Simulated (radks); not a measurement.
Results of a calculation; reference values are marked as such.
Nb I, 41 electrons, occupied as [Kr] 4d4 7d1 (not the ground configuration). Code: a radial shooting solver on a logarithmic mesh with Libxc functionals. Model: scalar-relativistic Kohn-Sham, LDA (Slater exchange, Perdew-Wang correlation), spin-polarised, spherical densities, finite nucleus; open shells are filled with parallel spins first (spin-orbit coupling, left out, can overturn this in heavy ions); Fermi nuclear charge, rms radius 4.324 fm.

Unscreened Slater integrals over Kohn-Sham orbitals (hartree). They are taken over the spin-up orbitals.

\begin{tabular}{lr}
integral & value \\ \hline
F0(7d,7d) & 0.028042 \\
F2(7d,7d) & 0.014815 \\
F4(7d,7d) & 0.010617 \\
F0(7d,4d) & 0.043082 \\
F2(7d,4d) & 0.0030258 \\
F4(7d,4d) & 0.0013100 \\
G0(7d,4d) & 0.0010245 \\
G2(7d,4d) & 0.0011405 \\
G4(7d,4d) & 0.00087355 \\
F0(7d,4p) & 0.043725 \\
F2(7d,4p) & 0.0023096 \\
G1(7d,4p) & 0.0018587 \\
G3(7d,4p) & 0.0011970 \\
F0(7d,4s) & 0.043869 \\
G2(7d,4s) & 0.0014761 \\
F0(4d,4d) & 0.44691 \\
F2(4d,4d) & 0.21742 \\
F4(4d,4d) & 0.13949 \\
F0(4d,4p) & 0.53278 \\
F2(4d,4p) & 0.24446 \\
G1(4d,4p) & 0.29540 \\
G3(4d,4p) & 0.17778 \\
F0(4d,4s) & 0.55020 \\
G2(4d,4s) & 0.20208 \\
F0(4p,4p) & 0.68939 \\
F2(4p,4p) & 0.36056 \\
F0(4p,4s) & 0.72794 \\
G1(4p,4s) & 0.49052 \\
F0(4s,4s) & 0.77446 \\
\end{tabular}

Derived for the open shells (J is the average intra-shell exchange parameter used in DFT+U). 4d: Racah B = F2/49 - 5 F4/441 = 0.002856 hartree, C = 35 F4/441 = 0.01107 hartree, C/B = 3.88, F4/F2 = 0.642, J = (F2 + F4)/14 = 0.02549 hartree. 7d: Racah B = F2/49 - 5 F4/441 = 0.0001820 hartree, C = 35 F4/441 = 0.0008426 hartree, C/B = 4.63, F4/F2 = 0.717, J = (F2 + F4)/14 = 0.001817 hartree.
